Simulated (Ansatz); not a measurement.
`F[Si](F)(F)[SnH3]` + `[OH][GaH2]` → `[OH][GaH][Si](F)(F)F` + `[SnH4]` at 298.15 K and 1 bar (formal exchange of groups at the Si–Sn bond).

Calculated with Ansatz (gas phase, PBE0-D4/def2-TZVP geometries, no zero-point term in ΔE). CCSD(T)/CBS is the MP2 limit (def2-TZVPP, def2-QZVPP) plus CCSD(T) − MP2 in def2-TZVPP, frozen cores. def2 core potentials past Kr. For Ga, Sn outer-core shells are correlated without core-valence functions, which leaves a few kJ/mol of doubt a bond. Scalar relativity is left out up to krypton. Each species was taken in one conformer, which may not be the lowest.

| species | CCSD(T)/CBS energy (Eh) | H − E (kJ/mol) | S (J/(mol·K)) |
| --- | --- | --- | --- |
| `F[Si](F)(F)[SnH3]` | -804.48109 | 101.6 | 368.7 |
| `[OH][GaH2]` | -2000.92981 | 82.7 | 263.1 |
| `[OH][GaH][Si](F)(F)F` | -2589.01542 | 104.9 | 394.0 |
| `[SnH4]` | -216.39156 | 79.6 | 228.5 |

H − E and S are ideal-gas, rigid-rotor, harmonic terms from PBE0-D4/def2-TZVP, for one conformer and one mirror image of each species. 1 Eh = 2625.50 kJ/mol, R = 8.31446 J/(mol·K).

Question: By hand: ΔE, ΔH, ΔS and ΔG.

Answer: ΔE = (-2589.01542) + (-216.39156) − (-804.48109) − (-2000.92981) = 0.00392 Eh = 10.3 kJ/mol. Δ(H − E) = 104.9 + 79.6 − 101.6 − 82.7 = 0.2, so ΔH = 10.5 kJ/mol. ΔS = 394.0 + 228.5 − 368.7 − 263.1 = -9.3 J/(mol·K). ΔG = 10.5 − 298.15 × (-9.3)/1000 = 13.3 kJ/mol.

Question: By hand: the equilibrium constant, and the temperature at which ΔG would vanish if ΔH and ΔS stayed fixed.

Answer: log₁₀ K = −ΔG/(RT ln 10) = -2.3. ΔH and −TΔS have one sign here, so there is no such temperature.

The number of gas molecules stays the same, so ΔS is small and ΔH decides. A doubt of 5 kJ/mol in ΔE shifts log₁₀ K by 0.9 here. Other conformers and mirror images would add mixing entropy, several J/(mol·K) or more a flexible species. Modes under 60 cm⁻¹, often nearly free rotors, make the harmonic entropy too high. These are equilibria of isolated gas molecules and say nothing of rates. Largest T1 diagnostic: 0.015 (customary marks: 0.02 for closed shells, 0.045 for open ones).

ΔS is within the doubt of such terms, so its sign, and with it that verdict, could turn.
